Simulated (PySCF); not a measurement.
# Polarisability and C₆ of Nd⁺ (neodymium, charge +1)

[Xe] 4f4 6s1, one real determinant. Computed with PySCF 2.14 in ANO-RCC-VTZP (8s7p5d3f2g1h, 104 functions), with the spin-free X2C one-electron Hamiltonian (Gaussian nucleus). Coupled (time-dependent) response in atomic units; α is the mean over directions. The basis has no added diffuse functions, which lowers α and C₆.

```
method  mean α (bohr³)         α xx, yy, zz  C₆ (like pair)  S(−4)
  TPSS           111.5  112.6, 112.6, 109.3            1113   9940
```

S(−4) is the Cauchy moment in α(ω) = α(0) + S(−4) ω² + …

Spin-orbit coupling is absent.

α(iu) at TPSS:

```
u (hartree)  α(iu) (bohr³)
          0          111.5
     0.0500          91.51
      0.100          60.93
      0.200          29.35
      0.300          18.34
      0.500          10.80
      0.750          7.341
       1.00          5.501
       1.50          3.487
       2.00          2.427
       3.00          1.389
       5.00         0.6460
```

A single London oscillator, α(iu) = α/(1 + u²/ω²), gives C₆ = (3/4) ω α². Matching the computed C₆ needs ω = 4 × 1113 / (3 × 111.5²) = 0.119 hartree.

For an ion, C₆ is the dispersion term alone; charge-induced terms of lower order in 1/R come first.

The components differ because the open shell of this determinant is not spherical; for a pure term their mean is the scalar polarisability.

⟨L²⟩ = 34.01 against 42 for a pure I term, so this real determinant mixes terms. Spin-orbit coupling, absent here, splits the open shell strongly.
